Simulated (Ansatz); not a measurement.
Molecular dynamics of Ba₁₆B

The input (input.yaml):

```yaml
accuracy: low
crystal:
  lattice:
    - [10.04, 0.0, 0.0]
    - [0.0, 10.04, 0.0]
    - [0.0, 0.0, 10.04]
  atoms:
    - { symbol: Ba, position: [-0.0002806, -4.03e-06, -0.00252176] }
    - { symbol: Ba, position: [0.49973223, -8.14e-06, -0.00423366] }
    - { symbol: Ba, position: [-0.00096868, 0.49996611, 0.00183103] }
    - { symbol: Ba, position: [0.00526893, 5.222e-05, 0.50040331] }
    - { symbol: Ba, position: [0.25012087, 0.24992113, 0.25338069] }
    - { symbol: Ba, position: [0.501237, 0.49996296, 0.00180147] }
    - { symbol: Ba, position: [0.4995113, 4.992e-05, 0.49758249] }
    - { symbol: Ba, position: [0.75063636, 0.25119855, 0.24803087] }
    - { symbol: Ba, position: [-0.00333292, 0.49998429, 0.49866804] }
    - { symbol: Ba, position: [0.25012503, 0.75011126, 0.2534778] }
    - { symbol: Ba, position: [0.24912714, 0.24649816, 0.75061131] }
    - { symbol: Ba, position: [0.50300243, 0.49998599, 0.49904076] }
    - { symbol: Ba, position: [0.75063948, 0.74878857, 0.24803211] }
    - { symbol: Ba, position: [0.75028525, 0.25320803, 0.75111568] }
    - { symbol: Ba, position: [0.24912943, 0.75323035, 0.75076928] }
    - { symbol: Ba, position: [0.75028267, 0.74681286, 0.75109442] }
    - { symbol: B, position: [0.25564609, -0.00033244, 0.62532566] }
basis:
  ecutwfc: 420.0
kpoints:
  mp_grid: { grid: [1, 1, 1] }
hamiltonian:
  xc: pbe
  dispersion: d3bj
scf:
  occupations: { method: fermi_dirac, width: 0.15 }
  lower_state_search: "off"
md:
  timestep: 1
  n_steps: 300
  ensemble: nvt_langevin
  temperature: 900.0
  initial_velocities: maxwell_boltzmann
  seed: 685208
  friction: 0.05
```

Launched with:

```bash
$ ansatz run input.yaml --threads 2 --pin off --max-ram 5120MiB --backend cpu --events-out ev --progress --plain --runs-dir out
```

It starts from a partly relaxed structure (largest force component 0.08 eV/Å).

Output, in part (step lines):

```
md step     0: t =     0.00 fs  T =   847.1 K  F+E_penalty+E_count = -95353.81282524 eV  E_kin = 1.861344 eV  (8 SCF iters)
md step     1: t =     1.00 fs  T =   847.9 K  F+E_penalty+E_count = -95353.81155990 eV  E_kin = 1.863241 eV  (6 SCF iters)
md step     2: t =     2.00 fs  T =   989.4 K  F+E_penalty+E_count = -95353.80909302 eV  E_kin = 2.174102 eV  (6 SCF iters)
md step     3: t =     3.00 fs  T =  1012.2 K  F+E_penalty+E_count = -95353.80551973 eV  E_kin = 2.224221 eV  (6 SCF iters)
md step     4: t =     4.00 fs  T =   930.2 K  F+E_penalty+E_count = -95353.80098045 eV  E_kin = 2.044066 eV  (6 SCF iters)
md step     5: t =     5.00 fs  T =   771.2 K  F+E_penalty+E_count = -95353.79581261 eV  E_kin = 1.694573 eV  (4 SCF iters)
md step     6: t =     6.00 fs  T =   813.8 K  F+E_penalty+E_count = -95353.78998589 eV  E_kin = 1.788341 eV  (5 SCF iters)
md step     7: t =     7.00 fs  T =   788.8 K  F+E_penalty+E_count = -95353.78255714 eV  E_kin = 1.733314 eV  (5 SCF iters)
[... lines left out ...]
md step   300: t =   300.00 fs  T =   811.3 K  F+E_penalty+E_count = -95352.52660400 eV  E_kin = 1.782781 eV  (7 SCF iters)
```

The steps, from the saved trajectory:

```tsv
time (fs)	T (K)	potential energy less start (eV)
0	847	0.000
10	561	0.053
20	813	0.104
30	1010	0.141
40	667	0.183
50	762	0.255
60	686	0.350
70	999	0.404
80	862	0.446
90	822	0.534
100	701	0.694
110	1004	0.806
120	1074	0.876
130	900	1.005
140	890	1.140
150	537	1.180
160	650	1.164
170	644	1.191
180	949	1.245
190	1123	1.243
200	759	1.253
210	662	1.282
220	726	1.259
230	794	1.192
240	837	1.152
250	859	1.111
260	932	1.065
270	722	1.032
280	848	1.136
290	879	1.272
300	811	1.286
```

All steps were run. A run of 0.3 ps of so small a system gives no equilibrium averages. Limits of this set-up: coarse k mesh, odd electron count without spin, a small cell, in which the defect meets its images, low accuracy level.

Mean squared displacements from the first frame to the last, about the centre of mass: Ba 0.09 Å², B 0.86 Å².

Last frame:

```xyz
17
Lattice="10.0400 0.0000 0.0000 0.0000 10.0400 0.0000 0.0000 0.0000 10.0400" Properties=species:S:1:pos:R:3
Ba -0.316 -0.244 0.151
Ba 4.992 0.054 0.114
Ba -0.297 5.110 0.172
Ba 0.093 0.110 4.625
Ba 2.436 2.511 2.266
Ba 5.083 4.699 -0.081
Ba 4.919 0.148 4.845
Ba 7.227 2.516 2.395
Ba -0.302 4.897 5.080
Ba 2.539 7.559 2.688
Ba 2.594 2.279 7.709
Ba 5.183 5.289 4.865
Ba 7.624 7.318 2.545
Ba 7.561 2.456 7.405
Ba 2.479 7.289 7.555
Ba 7.540 7.887 7.671
B 2.281 -0.684 5.642
```

The run took 11 min on 2 threads of Intel(R) Xeon(R) Platinum 8488C (Sapphire Rapids), on a shared host, peak memory 0.91 GiB.
